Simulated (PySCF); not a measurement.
PySCF input for C2H4N3, SMILES c1nc[nH+][nH]1, charge +1, HF/pcSseg-1. Geometry: PBE0-D3(BJ)/def2-SVP. The isomer is the one that the SMILES or the coordinates give; other isomers of the formula were not compared.

```python
import numpy as np
from pyscf import gto, scf, dft
from pyscf.prop.nmr import rhf as nmr

mol = gto.M(
    atom='''
    C     0.00000000   -1.05263726   -0.43220997
    N     0.00000000   -0.00000012   -1.23496635
    C     0.00000000    1.05263716   -0.43221017
    N     0.00000000    0.66934588    0.84877564
    N     0.00000000   -0.66934571    0.84877576
    H     0.00000000   -2.10201233   -0.73393804
    H     0.00000000    2.10201218   -0.73393845
    H     0.00000000    1.21915844    1.70815088
    H     0.00000000   -1.21915811    1.70815111
    ''',
    basis='pcSseg-1',
    charge=1,
    spin=0,
    max_memory=1600,
    verbose=3,
)
mf = scf.RHF(mol)
mf.conv_tol = 1e-10
mf.max_cycle = 100
mf.kernel()
n = nmr.NMR(mf)
n.verbose = 2
n.max_cycle_cphf = 60
sigma = n.kernel()
print('atom   isotropic/ppm   span/ppm')
for i, s in enumerate(sigma):
    w = np.linalg.eigvalsh((s + s.T) / 2)
    print(f'{mol.atom_symbol(i):2s}{i + 1:3d} {w.mean():14.3f} {w[2] - w[0]:11.3f}')
```

Program output:

```
converged SCF energy = -241.102669574801
atom   isotropic/ppm   span/ppm
C   1         25.678     181.947
N   2        -18.205     488.083
C   3         25.678     181.947
N   4         75.066     206.641
N   5         75.066     206.641
H   6         22.141       6.817
H   7         22.141       6.817
H   8         21.170      12.124
H   9         21.170      12.124
```

The calculation finished and met its thresholds.
